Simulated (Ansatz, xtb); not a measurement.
Molecule: C$_{4}$H$_{4}$N, charge 0, multiplicity 2. It need not be the lowest isomer of its formula. SMILES: C=C[CH]C#N
Geometry from a B3LYP-D3(BJ)/def2-TZVP (Ansatz, a first-principles code) optimisation:
```xyz
9

C     -2.3009    -0.2262     0.0062
C     -1.0352     0.2781     0.0911
C      0.1182    -0.4860    -0.1160
C      1.4084     0.0490    -0.0246
N      2.4803     0.4844     0.0492
H     -3.1659     0.3991     0.1736
H     -2.4753    -1.2680    -0.2315
H     -0.9018     1.3272     0.3314
H      0.0380    -1.5390    -0.3586
```
Charge 0, spin multiplicity 2.

Harmonic wavenumbers from GFN2-xTB (xtb, at its own minimum), cm⁻¹: 142, 165, 396, 426, 537, 551, 721, 833, 926, 982, 1071, 1213, 1249, 1323, 1416, 1508, 2274, 3058, 3070, 3109, 3151.

Task: Give the harmonic wavenumbers at B3LYP-D3(BJ)/def2-TZVP (Ansatz, finite differences of forces, unscaled).

Result: 159, 180, 406, 472, 574, 577, 763, 881, 930, 1008, 1090, 1210, 1291, 1334, 1478, 1538, 2232, 3152, 3163, 3177, 3249 cm⁻¹. Zero-point energy 41.3 kcal/mol.

Task: From these and the geometry, give the ideal-gas thermochemistry at 298.15 K and 1 atm (rigid rotor, harmonic oscillator).

Result: Point group Cs, rotational symmetry number 1. Rotational constants 41.75, 2.462, 2.325 GHz. S(trans) 38.48, S(rot) 24.71, S(vib) 8.33, S(elec, spin only) 1.38, S 72.9 cal/(mol K). H(298) - H(0) 3.89 kcal/mol; G - E(el) 23.4 kcal/mol.
